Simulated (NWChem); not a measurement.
Species: C4H4F2; SMILES C#CC(C)(F)F

```xyz
10

C     -0.0388     2.3567     0.0000
C     -0.0510     1.1484     0.0000
C     -0.0197    -0.3249     0.0000
C      1.3745    -0.9010     0.0000
F     -0.6934    -0.7803    -1.0885
F     -0.6934    -0.7803     1.0885
H     -0.0402     3.4319     0.0000
H      1.9179    -0.5721     0.8952
H      1.2942    -1.9968     0.0000
H      1.9179    -0.5721    -0.8952
```
Atoms are numbered in this order, from 1.

Structure relaxed at the PBE0/def2-SVP level.

Give the principal values of the shielding tensors (ppm) of C1, C2, C3, C4, F5 from B3LYP/6-311G** (spherical d), GIAO (NWChem), with their diamagnetic and paramagnetic parts as GIAO splits them.


```
atom    σ11    σ22    σ33  isotropic  diamagnetic  paramagnetic
----  -----  -----  -----  ---------  -----------  ------------
C1     41.5   41.7  235.3      106.2        257.4        -151.3
C2      4.1    5.1  300.5      103.3        274.9        -171.6
C3     50.8   70.2   84.8       68.6        240.5        -171.9
C4    136.1  140.2  184.1      153.5        248.4         -94.9
F5    168.6  322.6  338.6      276.6        476.4        -199.8
```
